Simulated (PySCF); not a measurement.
Ionisation energy of Se²⁺ by level of theory

Se²⁺ [Ar] 3d10 4s2 4p2 [4p1/2^2, M_J = 0] → Se³⁺ [Ar] 3d10 4s2 4p1 [4p1/2^1, M_J = 1/2], as a difference of total energies. Calculation: PySCF 2.14, in x2c-SVPall-2c (5s6p3d, 38 functions); the two-component X2C-1e Hamiltonian. Correlated levels: [Ne] frozen. "Screened" scales the spin-orbit matrix elements by Boettger's factors to mimic the two-electron term; Breit and QED terms are absent.

```tsv
method	ionisation energy (eV)
GHF (spin-free)	30.836
GMP2 (spin-free)	31.331
GHF (screened spin-orbit)	30.690
GMP2 (screened spin-orbit)	31.177
```

Q: How much does correlation contribute at GMP2 (screened spin-orbit)?

A: 31.177 − (30.690) = 0.487 eV, measured against GHF (screened spin-orbit).

The spin-free rows relax to the high-spin LS determinant and lack the spin-orbit shift.

Errors of the correlated levels include the incompleteness of this basis and the frozen core.

The labels give the starting determinants; with spin-orbit coupling the two ends relaxed to ⟨J²⟩ = 1.53, ⟨L²⟩ = 2.00, ⟨S²⟩ = 1.97 and ⟨J²⟩ = 0.79, ⟨L²⟩ = 2.03, ⟨S²⟩ = 0.76.

The determinant of Se²⁺ mixes levels of different J (the jj label is only the starting occupation), so the difference between spin-free and spin-orbit rows is not the physical spin-orbit shift.

For comparison: 31.697 ± 0.019 eV (measured; NIST Atomic Spectra Database, ionization energies).
